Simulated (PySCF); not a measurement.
**Assigning NMR signals**

Geometry:
| atom | x (Å) | y (Å) | z (Å) |
| --- | --- | --- | --- |
| C1 | 3.203 | -0.784 | 0.703 |
| C2 | 2.313 | -0.619 | -0.089 |
| Si3 | 0.911 | -0.378 | -1.271 |
| C4 | 0.233 | 1.392 | -1.101 |
| C5 | -0.470 | 1.572 | 0.244 |
| C6 | -1.606 | 0.573 | 0.456 |
| C7 | -1.122 | -0.866 | 0.650 |
| C8 | -0.553 | -1.437 | -0.639 |
| Cl9 | -0.014 | -3.128 | -0.361 |
| H10 | 3.985 | -0.930 | 1.392 |
| H11 | 1.292 | -0.751 | -2.635 |
| H12 | -0.474 | 1.602 | -1.904 |
| H13 | 1.034 | 2.126 | -1.191 |
| H14 | -0.878 | 2.585 | 0.304 |
| H15 | 0.257 | 1.462 | 1.051 |
| H16 | -2.290 | 0.613 | -0.396 |
| H17 | -2.171 | 0.866 | 1.344 |
| H18 | -0.352 | -0.889 | 1.425 |
| H19 | -1.956 | -1.485 | 0.991 |
| H20 | -1.347 | -1.516 | -1.385 |

A single conformation, gas phase, no relativistic terms. Structure optimised with GFN2-xTB; shielding tensors at PBE0/pcSseg-1 (GIAO); PySCF 2.14.0 with density-fitted response routines.

δ = σ(ref) − σ, references computed at the same level: TMS for ¹³C (186.93 ppm), ¹H (31.72 ppm).

Task: Assign these signals to the numbered atoms. ¹³C{¹H} NMR (computed): δ 105.2, 86.3, 48.8, 40.1, 32.5, 26.7, 16.3.

Result: 
| δ (ppm) | atoms | environment | reason |
| --- | --- | --- | --- |
| 105.2 | C1 | terminal alkyne carbon | – |
| 86.3 | C2 | alkyne carbon | sp carbons lie upfield of alkene carbons because the cylindrical π system leaves one tensor component strongly shielded |
| 48.8 | C8 | sp3 CH bonded to Cl and Si | pulled downfield by the heteroatom |
| 40.1 | C7 | sp3 CH2 in a ring | saturated and bonded to C and H only |
| 32.5 | C6 | sp3 CH2 in a ring | – |
| 26.7 | C5 | sp3 CH2 in a ring | – |
| 16.3 | C4 | sp3 CH2 bonded to Si | – |

Task: Assign these signals to the numbered atoms. ¹H NMR (300 MHz, computed): δ 4.59 (m, 1H), 3.17 (m, 1H), 2.38 (m, 1H), 1.99 (m, 1H), 1.93 (m, 1H), 1.92 (d, 1H), 1.91 (m, 1H), 1.58 (m, 1H), 1.11 (m, 1H), 1.02 (m, 1H), 0.63 (m, 1H).

Result: 
| δ (ppm) | atoms | environment | reason |
| --- | --- | --- | --- |
| 4.59 | H11 | hydrogen on a silicon bonded to 3 C, in a 6-membered ring | – |
| 3.17 | H20 | hydrogen on an sp3 CH bonded to Cl and Si | its carbon carries Cl, hence the downfield position |
| 2.38 | H19 | hydrogen on an sp3 CH2 in a ring | – |
| 1.99 | H14 | hydrogen on an sp3 CH2 in a ring | – |
| 1.93 | H18 | hydrogen on an sp3 CH2 in a ring | – |
| 1.92 | H10 | hydrogen on a terminal alkyne carbon | it lies on the axis of the triple bond, in its shielding cone |
| 1.91 | H17 | hydrogen on an sp3 CH2 in a ring | far from electronegative atoms and π systems |
| 1.58 | H15 | hydrogen on an sp3 CH2 in a ring | – |
| 1.11 | H13 | hydrogen on an sp3 CH2 bonded to Si | – |
| 1.02 | H16 | hydrogen on an sp3 CH2 in a ring | far from electronegative atoms and π systems |
| 0.63 | H12 | hydrogen on an sp3 CH2 bonded to Si | an electropositive neighbour shields it, as in TMS itself |

H14 and H18; H18 and H10; H10 and H17; H13 and H16 lie closer than the usual error of such a calculation, so a measured spectrum could show them in the other order.

Carbons that carry Cl, above all several Cl atoms, come out too deshielded, partly because spin–orbit coupling is missing. Shifts are as computed. Against solution values, carbons near 30 ppm lie about +3 ppm off and those near 130 ppm about +5 ppm; carbons on Cl a further +6 ppm. Of 1309 compounds with measured shifts, 239 miss one by over three times the rms of a fit or turn the order of signals round; such compounds aren't used in these exercises. No couplings were computed; multiplicities are counted from neighbouring protons, with m where these are inequivalent, close in shift, in a saturated or five-membered ring or joined by F or P, and br s for small geminal =CH2 splittings.
